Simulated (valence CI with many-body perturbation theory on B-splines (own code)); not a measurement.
# Ar XIV: electric-dipole lines

Computed by relativistic CI+MBPT: three valence electrons over a frozen Dirac-Fock core [He], a basis of 11 s, 11 p, 9 d, 7 f, 5 g, 2 h, 1 i functions for each j, with the one-electron correlation potential Σ1 (screened to all orders), the two-electron term Σ2, the three-electron term Σ3, Breit, model QED; selected single and double excitations, second order for the rest (own B-spline code, finite nucleus).

No measured levels were compared; by estimate levels of excited configurations hold to 0.05 to 0.15 % of their energy, terms of the ground configuration to about 0.5 %.

Lines 1 to 50 of 250 in falling wavelength, among levels below 4154.9 × 10³ cm⁻¹, chosen from the strongest by gf and those to the six lowest levels. Wavelengths and rates use the calculated energies, so an error of 400 cm⁻¹ moves a line at 126.9 nm by 0.51 % and its rate by three times that or more. Electric multipoles are in the length gauge, E1 and E2 with the static RPA response of the core. Weak lines are less certain than strong ones. Lines between different terms over intervals too small for the method are left out, as are lines whose strength nearly cancels. The highest levels of a list are the least certain.

Names give the largest LS component (configuration and term), which can be under half, so a name can repeat, a term be missing and a line seem to break the LS rules; names also repeat where a configuration has a term twice. Letters in brackets count levels of one name in rising energy.

```
λ vac (nm)                 Upper                 Lower   A (s⁻¹)  S (a.u.)
     126.9      2s 2p 3d 4D°_7/2       2s 2p 3p 4P_5/2  1.18e+08  9.54e-01
     113.8      2s 2p 3d 4P°_5/2       2s 2p 3p 4P_5/2  7.56e+07  3.30e-01
     113.3      2s 2p 3d 4F°_9/2       2s 2p 3p 4D_7/2  2.54e+08  1.82e+00
     112.9        2p2 3p 4D°_3/2         2p2 3s 4P_3/2  1.33e+08  3.79e-01
     110.4      2s 2p 3d 4F°_7/2       2s 2p 3p 4D_5/2  2.51e+08  1.33e+00
     108.9  2s 2p 3d 2F°_7/2 [b]   2s 2p 3p 2D_5/2 [b]  2.38e+08  1.21e+00
     107.8        2p2 3p 4D°_1/2         2p2 3s 4P_1/2  2.87e+08  3.54e-01
     105.4      2s 2p 3d 4F°_5/2       2s 2p 3p 4D_3/2  2.03e+08  7.05e-01
     104.7  2s 2p 3d 2F°_5/2 [b]   2s 2p 3p 2D_3/2 [b]  1.82e+08  6.17e-01
     104.1  2s 2p 3d 2P°_3/2 [a]   2s 2p 3p 2S_1/2 [a]  1.78e+08  3.96e-01
     103.2      2s 2p 3d 4F°_3/2       2s 2p 3p 4D_1/2  1.98e+08  4.29e-01
     102.9        2p2 3p 4D°_3/2         2p2 3s 4P_1/2  2.70e+08  5.81e-01
     100.9  2s 2p 3d 2P°_3/2 [b]   2s 2p 3p 2S_1/2 [b]  1.90e+08  3.87e-01
     100.3       2s 2p 3p 4D_3/2      2s 2p 3s 4P°_3/2  2.11e+08  4.21e-01
     95.38  2s 2p 3d 2D°_5/2 [b]   2s 2p 3p 2P_3/2 [b]  2.33e+08  6.00e-01
     93.78         2s2 3d 2D_5/2        2s2 3p 2P°_3/2  4.00e+08  9.76e-01
     93.29   2s 2p 3p 2D_5/2 [a]  2s 2p 3s 2P°_3/2 [a]  4.85e+08  1.17e+00
     92.36   2s 2p 3p 2D_3/2 [a]  2s 2p 3s 2P°_1/2 [a]  3.62e+08  5.63e-01
     92.23  2s 2p 3d 2D°_3/2 [b]   2s 2p 3p 2P_1/2 [b]  2.27e+08  3.51e-01
     91.79       2s 2p 3p 4D_7/2      2s 2p 3s 4P°_5/2  5.64e+08  1.72e+00
     90.71   2s 2p 3p 2D_3/2 [b]  2s 2p 3s 2P°_3/2 [b]  3.33e+08  4.91e-01
     90.67      2s 2p 3d 4D°_7/2       2s 2p 3p 4D_7/2  1.20e+08  3.52e-01
     90.59      2s 2p 3d 4P°_5/2       2s 2p 3p 4S_3/2  2.23e+08  4.91e-01
     90.47       2s 2p 3p 4D_5/2      2s 2p 3s 4P°_3/2  4.71e+08  1.03e+00
     90.00         2s2 3d 2D_3/2        2s2 3p 2P°_1/2  3.73e+08  5.37e-01
     89.31      2s 2p 3d 4D°_5/2   2s 2p 3p 2P_3/2 [a]  1.86e+08  3.93e-01
     88.65        2s2 3p 2P°_1/2         2s2 3s 2S_1/2  5.66e+08  3.89e-01
     88.28   2s 2p 3p 2D_5/2 [b]  2s 2p 3s 2P°_3/2 [b]  4.68e+08  9.53e-01
     86.48   2s 2p 3p 2P_3/2 [b]  2s 2p 3s 2P°_1/2 [b]  3.19e+08  4.08e-01
     85.57   2s 2p 3p 2P_3/2 [a]      2s 2p 3s 4P°_1/2  2.07e+08  2.57e-01
     84.02        2s2 3p 2P°_3/2         2s2 3s 2S_1/2  6.63e+08  7.77e-01
     82.41  2s 2p 3d 2F°_7/2 [a]   2s 2p 3p 2D_5/2 [a]  6.74e+08  1.49e+00
     82.04  2s 2p 3d 2F°_5/2 [a]   2s 2p 3p 2D_3/2 [a]  6.26e+08  1.02e+00
     81.65  2s 2p 3d 2D°_3/2 [a]   2s 2p 3p 2P_1/2 [a]  2.75e+08  2.95e-01
     81.35  2s 2p 3d 2D°_5/2 [a]   2s 2p 3p 2P_3/2 [a]  1.92e+08  3.06e-01
     75.67       2s 2p 3p 4S_3/2      2s 2p 3s 4P°_3/2  4.60e+08  3.94e-01
     73.86       2s 2p 3p 4P_3/2      2s 2p 3s 4P°_5/2  8.64e+08  6.87e-01
     73.73   2s 2p 3p 2S_1/2 [a]  2s 2p 3s 2P°_3/2 [a]  8.38e+08  3.32e-01
     71.85       2s 2p 3p 4S_3/2      2s 2p 3s 4P°_1/2  3.14e+08  2.30e-01
     71.22       2s 2p 3p 4P_5/2      2s 2p 3s 4P°_5/2  9.66e+08  1.03e+00
     70.79       2s 2p 3p 4P_1/2      2s 2p 3s 4P°_3/2  1.13e+09  3.95e-01
     64.65       2s 2p 3p 4P_5/2      2s 2p 3s 4P°_3/2  3.55e+08  2.84e-01
     53.65  2s 2p 3d 2P°_3/2 [a]   2s 2p 3p 2P_3/2 [a]  6.35e+08  1.94e-01
     38.76           2p3 2D°_5/2         2s 2p2 2P_3/2  1.67e+09  2.87e-01
     37.65           2p3 2D°_3/2         2s 2p2 2P_1/2  1.33e+09  1.40e-01
     37.14         2p2 3s 2D_5/2  2s 2p 3s 2P°_3/2 [b]  3.11e+09  4.72e-01
     36.84         2p2 3s 2D_3/2  2s 2p 3s 2P°_1/2 [b]  1.77e+09  1.74e-01
     36.67   2s 2p 3p 2D_5/2 [b]  2s 2p 3s 2P°_3/2 [a]  7.51e+08  1.10e-01
     27.91           2p3 2P°_3/2         2s 2p2 2P_3/2  6.64e+09  2.85e-01
     27.51           2p3 2P°_1/2         2s 2p2 2P_1/2  6.48e+09  1.33e-01
```
